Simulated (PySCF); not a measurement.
C2H6ClF2Si2 (charge +1).
Atom-mapped SMILES: `[CH3:1][Si+:2]([SiH2:3][Cl:4])[CH:5]([F:6])[F:7]` (hydrogens: H8, H9, H10 on C1; H11, H12 on Si3; H13 on C5)

Structure optimised with GFN2-xTB, isolated species.

Problem. What internal coordinates does the optimisation give?

Solution. 
```csv
bond,length (pm),order
C1–Si2,189.0,single
Si2–Si3,242.2,single
Si3–Cl4,199.0,single
Si2–C5,196.5,single
"C5–F6, C5–F7",135.6,single
"C1–H8, C1–H9, C1–H10",109.4,single
"Si3–H11, Si3–H12",146.5,single
C5–H13,109.9,single
```

Bonds in one row agree within 1 pm and their mean is given. Orders are formal, as drawn. A selection of angles:
```csv
angle,degrees
Si2–C1–H8,113.4
Si2–C1–H9,110.4
Si2–C1–H10,111.4
H8–C1–H9,107.6
C1–Si2–Si3,148.4
C1–Si2–C5,102.8
Si3–Si2–C5,108.5
Si2–Si3–Cl4,108.7
Si2–Si3–H11,101.9
Si2–Si3–H12,102.9
Cl4–Si3–H11,114.0
H11–Si3–H12,114.1
Si2–C5–F6,106.4
Si2–C5–F7,108.2
Si2–C5–H13,119.3
F6–C5–F7,107.1
F6–C5–H13,107.5
```

Torsions: C1–Si2–Si3–Cl4 -29° (synperiplanar); C1–Si2–C5–F6 -66° (synclinal). The mirror-image conformer, all signs reversed, is as good.

Si2 (silicon bonded to 2 C and Si) is planar (angles 148.4°, 108.5° and 102.8°, sum 359.7°, 0.06 Å off the plane of its three neighbours). Si3 (chlorine-bound silicon) is distorted tetrahedral (angles from 101.9° to 114.1°). The 2 C–Si bonds span 1.890 Å (C1–Si2, drawn single) to 1.965 Å (Si2–C5, drawn single), a spread of 0.075 Å.

Point group: C1 (no symmetry element, even within 0.4 Å). No frequency check.

The numbers are calculated, not measured.
